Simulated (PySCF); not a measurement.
Compound: C₃H₃B₂F₃.
Z-matrix (Å and degrees, GFN2-xTB geometry), rows numbered from 1:
```
B 
C   1  1.5407
C   2  1.4904  1  121.32
F   3  1.3024  2  140.85  1    78.58
C   3  1.2994  2   69.06  1  -103.76
B   5  1.5134  2  144.18  3  -178.73
F   6  1.3178  5  122.88  2    -6.03
F   6  1.3193  5  122.15  2   173.92
H   1  1.1678  2  119.17  3    29.07
H   1  1.1664  2  119.92  3  -150.47
H   2  1.0892  1  119.00  3   153.03
```

The closed-shell ground state was solved at several levels (PySCF, density fitting, gas phase, non-relativistic).

| level | basis functions | HOMO (eV) | LUMO (eV) | gap (eV) | dipole (D) |
| --- | --- | --- | --- | --- | --- |
| CAM-B3LYP/def2-SVPD | 193 | -9.33 | -1.05 | 8.28 | 1.52 |
| B3LYP/pcJ-1 | 246 | -7.73 | -2.32 | 5.41 | 1.56 |

(1) Estimate the row for PBE0/pcSseg-1, a basis of 151 functions; the other rows only guide the guess.

(2) Over all these levels, which gives the widest orbital gap and which the narrowest?

(3) How far do the dipole and the HOMO energy spread over the levels?

## Answers

(1) HOMO -7.94 eV, LUMO -2.11 eV, gap 5.83 eV, dipole 1.56 D.

(2) CAM-B3LYP/def2-SVPD (range-separated hybrid) has the widest, 8.28 eV, and B3LYP/pcJ-1 (global hybrid, 20 % exact exchange) the narrowest, 5.41 eV. Functional and basis both differ between the two, so the spread mixes both effects.

(3) The dipole runs from 1.52 to 1.56 D (mean 1.55 D) and the HOMO from -9.33 to -7.73 eV.

One conformer stands for the species.
